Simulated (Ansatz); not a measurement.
Total energies of FH3NOSTa, SMILES `[NH2][Ta]([OH])([F])=[S]`.

| atom | x (Å) | y (Å) | z (Å) |
| --- | --- | --- | --- |
| N1 | 0.7524 | 0.1193 | -1.2749 |
| Ta2 | -0.3357 | -0.3988 | 0.2697 |
| O3 | -0.8979 | 1.1594 | 1.1769 |
| F4 | -1.8686 | -1.3222 | -0.3045 |
| S5 | 0.9250 | -1.6460 | 1.5076 |
| H6 | 0.4690 | 0.8196 | -1.9468 |
| H7 | 1.6768 | -0.2249 | -1.4850 |
| H8 | -0.7211 | 1.4935 | 2.0571 |

The species carries charge 0 and has multiplicity 1. Correlated methods include outer-core shells of Ta, which these sets cover unevenly. Ta: def2 effective core potential. Geometry: relaxed with PBE0-D4/def2-TZVP. It is one conformer, not always the lowest. Basis def2-TZVPP, Ansatz.

RPA on PBE orbitals: Hartree–Fock energy of these orbitals -684.69206 Eh, correlation -1.92781 Eh (frozen core).

```csv
functional,energy without D4 (Eh),D4 term (kJ/mol)
LDA (SPW92),-684.11523,–
PBE,-686.83523,-18.7
revPBE,-687.12237,-44.6
BLYP,-687.16209,-39.0
r2SCAN,-687.10898,-4.4
B97M-V,-687.04132,–
PBE0,-686.81293,-16.1
B3LYP,-687.24399,-30.3
r2SCANh,-687.06764,-4.8
r2SCAN0,-687.00757,-5.4
HSE06 (plane-wave form),-686.79479,-15.2
BHLYP,-686.96643,-27.2
CAM-B3LYP,-687.09634,-16.7
LC-ωPBE,-686.96549,–
ωB97X-V,-687.02812,–
ωB97M-V,-687.02609,–
B2PLYP,-686.83092,–
PBE-QIDH,-686.60907,–
```

B3LYP takes the VWN-RPA correlation (the form of Gaussian; ORCA's B3LYP/G). HSE06 is the plane-wave form, built on full-range PBE exchange. The double hybrids freeze the cores in their second-order part.

LC-ωPBE has ω = 0.4 bohr⁻¹.
